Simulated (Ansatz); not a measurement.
```yaml
crystal:
  periodic: [false, false, false]
  atoms:
    - {symbol: C, position_ang: [-1.893298, 0.623939, -0.185524]}
    - {symbol: O, position_ang: [-0.836143, -0.275876, -0.406939]}
    - {symbol: C, position_ang: [0.359588, 0.081535, 0.225110]}
    - {symbol: O, position_ang: [0.946557, 1.244637, -0.309190]}
    - {symbol: Si, position_ang: [1.582524, -1.356726, -0.038781]}
    - {symbol: H, position_ang: [-2.798163, 0.170498, -0.589164]}
    - {symbol: H, position_ang: [-1.726737, 1.580469, -0.694241]}
    - {symbol: H, position_ang: [-2.036972, 0.807618, 0.889156]}
    - {symbol: H, position_ang: [0.160629, 0.233369, 1.301615]}
    - {symbol: H, position_ang: [0.572272, 2.021680, 0.114121]}
    - {symbol: H, position_ang: [0.982131, -2.610601, 0.484317]}
    - {symbol: H, position_ang: [1.876713, -1.493828, -1.485751]}
    - {symbol: H, position_ang: [2.831299, -1.061514, 0.709971]}
basis:
  gaussian: {orbitals: def2-mTZVP, fitting: {mean_field: cc-pVTZ-jkfit}}
total_charge: 1
magnetization: {spin_polarized: true, initial_magnetization: 2}
hamiltonian: {xc: {name: r2SCANh}}
accuracy: high
output: {forces: true}
```

```sh
$ ansatz run in.yaml --threads 4 --pin off --events-out ev --progress --plain --max-ram 10444MiB
```

Shortened log:

```
Error: a molecule whose nuclei and cores have a total charge of 50 cannot have a net charge of 1 together with 2 unpaired electrons
```

Task: Something in this input is off. What?

Result: The number of unpaired electrons doesn't fit the electron count. The program refused the input.
